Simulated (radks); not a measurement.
Initial-state core-level shifts of the thallium ion Tl2+ when its valence configuration changes from [Xe] 4f14 5d10 6s1. Method: scalar-relativistic Kohn-Sham, SCAN, spin-polarised, spherical densities, finite nucleus; open shells are filled with parallel spins first (spin-orbit coupling, left out, can overturn this in heavy ions); meta-GGA in the generalised Kohn-Sham scheme; Fermi nuclear charge, rms radius 5.4759 fm; computed with a radial shooting solver on a logarithmic mesh with Libxc functionals. Shifts are changes of the shell-averaged eigenvalues in eV (positive: less bound); the change of the density at the nucleus, which sets a Mossbauer isomer shift, is in e/bohr^3, on a base of 2.719e+06.

| valence | 2s | 3s | 3p | 3d | density at nucleus |
|---|---|---|---|---|---|
| 4f14 5d10 6p1 | -1.736 | -1.754 | -1.752 | -1.748 | -245.9 |
| 4f14 5d9 6s2 | -4.779 | -4.676 | -4.677 | -4.707 | +316.6 |
| 4f13 5d10 6s1 6p1 | -21.504 | -23.621 | -23.574 | -23.439 | +231.2 |
| 4f13.5 5d10 6s1.5 | -9.872 | -10.909 | -10.887 | -10.822 | +247.7 |
| 4f14 5d9 6s1 6p1 | -6.299 | -6.221 | -6.220 | -6.244 | +47.1 |
| 4f14 5d9.5 6s1.5 | -2.391 | -2.341 | -2.341 | -2.356 | +156.0 |
| 4f14 5d9.5 6s0.5 6p1 | -4.003 | -3.973 | -3.972 | -3.981 | -103.6 |
| 4f14 5d9 6p2 | -7.975 | -7.912 | -7.909 | -7.930 | -221.5 |
| 4f13 5d9 6s1 6p2 | -28.011 | -30.024 | -29.976 | -29.871 | +276.5 |
